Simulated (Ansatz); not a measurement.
`C[S][Ga]([Cl])[Cl]` → C• + 2 Cl• + Ga• + 3 H• + S•  (atomization)

Program: Ansatz. Geometries: PBE0-D4/def2-TZVP. ΔE: electronic, gas phase. CCSD(T)/CBS is the MP2 limit (def2-TZVPP, def2-QZVPP) plus CCSD(T) − MP2 in def2-TZVPP, frozen cores. This one scheme is used for every species, atoms too. Functionals use def2-TZVPP. No spin–orbit coupling; open shells (•) take unrestricted orbitals. Spin–orbit coupling would lower the free atoms: a little for C, Cl, S; clearly for Ga. For Ga outer-core shells are correlated without core-valence functions, so the limit isn't a true one: a few kJ/mol of doubt a bond, and 10 to 20 or more in all where bonds break to atoms. Scalar relativity is left out up to krypton. One conformer a species, not always the lowest.

`C[S][Ga]([Cl])[Cl]`:

Cartesian coordinates in Å:
```
C 1.083 -0.709 0.639
S 1.032 0.578 -0.648
Ga -1.104 0.904 -0.833
Cl -1.892 2.322 -2.202
Cl -2.484 -0.197 0.364
H 0.571 -1.613 0.315
H 0.654 -0.353 1.572
H 2.139 -0.932 0.792
```

```tsv
species	r2SCAN0 energy (Eh)
`C[S][Ga]([Cl])[Cl]`	-3283.40785
C•	-37.83406
Cl•	-460.11637
Ga•	-1924.76497
H•	-0.49987
S•	-398.08348
```

(1) Work out ΔE.

Largest T1 diagnostic among the species: 0.013.

Answers

(1) ΔE = 3 × (-0.49987) + 2 × (-460.11637) + (-37.83406) + (-1924.76497) + (-398.08348) − (-3283.40785) = 0.99299 Eh = +623.1 kcal/mol. CCSD(T)/CBS gives +628.3 kcal/mol.

In def2-TZVPP, CCSD(T) changes the Hartree–Fock value by +148.8 kcal/mol (the triples alone add +11.8 kcal/mol) and MP2 by +165.3 kcal/mol; breaking electron pairs costs correlation energy, which Hartree–Fock lacks. At CCSD(T), def2-SVP lies −40.1 kcal/mol from the extrapolated value and def2-TZVPP −16.1 kcal/mol: correlation converges slowly with the basis, and small sets miss more of it in the bonded molecule than in its fragments.

For atomizations the MP2-based limit and the directly extrapolated one differ by several kJ/mol either way, and by 10 to 25 for some Ge, Se and Sn compounds, so smaller differences from it don't rank the levels.
